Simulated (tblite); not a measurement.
Problem. Give a GFN2-xTB geometry of `N#C[SiH](C#N)CCCl`.

Solution. 
```xyz
13
C4H5ClN2Si angstrom
N      1.5081   -1.0006    2.4668
C      1.2602   -0.3373    1.5676
Si     0.8142    0.7301    0.0982
C      2.3211    0.6234   -1.0057
N      3.2425    0.5734   -1.6831
C     -0.6214   -0.1313   -0.8201
C     -1.7018   -0.5881    0.1415
Cl    -2.1575    0.7562    1.2270
H      0.6053    2.1137    0.5079
H     -1.0516    0.5587   -1.5483
H     -0.2668   -1.0008   -1.3786
H     -2.6085   -0.9025   -0.3758
H     -1.3483   -1.3944    0.7848
```

Orientation and origin are arbitrary. Atoms count from 1 in this order. Of the pairs four or more bonds apart, C2···H13 is among the closest relative to their van der Waals radii: 2.92 Å, 101 % of the sum of Bondi's values. The 3 C–Si bonds span 1.870 Å (C2–Si3, drawn single) to 1.910 Å (Si3–C6, drawn single), a spread of 0.040 Å. Si3 (SiH silicon) is distorted tetrahedral (angles from 103.8° to 117.1°).

Bonds between heavy atoms (Å): N1≡C2 1.145, C2–Si3 1.870, Si3–C4 1.871, C4≡N5 1.145, Si3–C6 1.910, C6–C7 1.517, C7–Cl8 1.787.

Structure optimised with GFN2-xTB, isolated species.

Point group: C1 (no symmetry element, even within 0.4 Å). Its GFN2-xTB frequencies are all real (lowest 22 cm⁻¹). One conformer, not necessarily the lowest (C2–Si3–C6–C7 47°, Si3–C6–C7–Cl8 50°).

The numbers are calculated, not measured.
